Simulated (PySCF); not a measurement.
Match each property card to its molecule.

Structures:
1. `NC1C=C1` (C3H5N)
2. `[PH3]->[Cu][Br]` (BrCuH3P)
3. `[NH2][GeH2][Cl]` (ClGeH4N)
4. `PPP` (P3H5)

Card P (geometry PBE0-D3(BJ)/def2-SVP):
* Rotational constants A, B, C: 9.006, 2.577, 2.102 GHz
* Static isotropic polarisability (CAM-B3LYP/def2-SVPD): 84.7 au
* Lowest singlet excitation (TDDFT CAM-B3LYP/def2-SVPD): 5.24 eV (237 nm, f = 0.055)
* Dipole moment (CAM-B3LYP/def2-SVPD): 0.60 D
* Strongest line among the 6 lowest singlet transitions (TDDFT CAM-B3LYP/def2-SVPD): S2 at 5.37 eV (231 nm, f = 0.144)
* HOMO energy (CAM-B3LYP/def2-SVPD): -7.78 eV
* Point group: Cs

Card Q (geometry PBE0-D3(BJ)/def2-SVP):
- Rotational constants A, B, C: 21.412, 6.854, 6.176 GHz
- Static isotropic polarisability (B3LYP/def2-SVPD): 43.7 au
- Largest of the computed one-bond spin–spin couplings (means over like bonds) (B3LYP/pcJ-1): 13C–1H +231.0 (×2), 13C–1H +188.7, 15N–1H -65.8 (×2), 13C–13C +55.6, 13C–13C +14.9 (×2), 15N–13C -4.0 Hz
- Isotropic shieldings of nuclei other than C and H, by class (GIAO KT3/pcSseg-2): 193 (1 N) ppm
- Lowest triplet excitation (Tamm–Dancoff) (TDA B3LYP/def2-SVPD): 4.28 eV

Card R (geometry PBE0-D3(BJ)/def2-SVP):
- Rotational constants A, B, C: 12.571, 3.256, 2.718 GHz
- Static isotropic polarisability (CAM-B3LYP/def2-SVPD): 53.9 au
- HOMO energy (CAM-B3LYP/def2-SVPD): -9.44 eV
- Strongest line among the 10 lowest singlet transitions (TDDFT CAM-B3LYP/def2-SVPD): S2 at 7.17 eV (173 nm, f = 0.073)
- Core binding energies (ΔSCF SCAN, pcX-2 on the ionised atom, pcseg-1 elsewhere, spin-free X2C, 2p3/2 from a spin–orbit splitting computed afterwards within the 2p shell): Cl2p3/2 205.3, N1s 405.1, Cl1s 2827.9 eV

Card S (geometry PBE0-D3(BJ)/def2-SVP):
* Rotational constants A, B, C: 109.151, 0.991, 0.991 GHz
* Static isotropic polarisability (CAM-B3LYP/def2-SVPD): 73.6 au
* Strongest line among the 15 lowest singlet transitions (TDDFT CAM-B3LYP/def2-SVPD): S6/S7/S8 at 5.52 eV (225 nm, f = 0.266 summed over these states)
* Vertical ionisation energy (ΔSCF CAM-B3LYP/def2-SVPD): 9.09 eV
* Core binding energies (ΔSCF SCAN, pcX-2 on the ionised atom (unc-x2c-TZVPall on a metal), pcseg-1 elsewhere, spin-free X2C, 2p3/2 from a spin–orbit splitting computed afterwards within the 2p shell): P2p3/2 138.4, Cu2p3/2 938.6, P1s 2152.1 eV

All species are isolated and taken at one optimised geometry, non-relativistic unless stated; the electronic structure was computed with PySCF and density fitting. Metal 2p energies of this one-determinant scheme are less reliable than its 1s energies. NMR classes are plain means over equivalent atoms (diastereotopic ones count apart unless rotation or inversion swaps them), as if these changed places fast.

Problem. Which card belongs to which structure?

Solution. P = 4, Q = 1, R = 3, S = 2. What ties each card to its structure:
- 1 (card Q), C3H5N, monoisotopic mass 55.0 u, 4 heavy atoms: an asymmetric top with C = 6.176 GHz, the highest such constant on the cards; polarisability 43.7 au for 30 electrons.
- 2 (card S), BrCuH3P, monoisotopic mass 175.8 u, 3 heavy atoms: core lines of Cu and P; a prolate symmetric top with C = 0.991 GHz, the lowest such constant on the cards; polarisability 73.6 au for 82 electrons.
- 3 (card R), ClGeH4N, monoisotopic mass 126.9 u, 3 heavy atoms: core lines of Cl and N; an asymmetric top with C = 2.718 GHz; polarisability 53.9 au for 60 electrons.
- 4 (card P), P3H5, monoisotopic mass 98.0 u, 3 heavy atoms: an asymmetric top with C = 2.102 GHz; polarisability 84.7 au for 50 electrons; dipole 0.60 D.
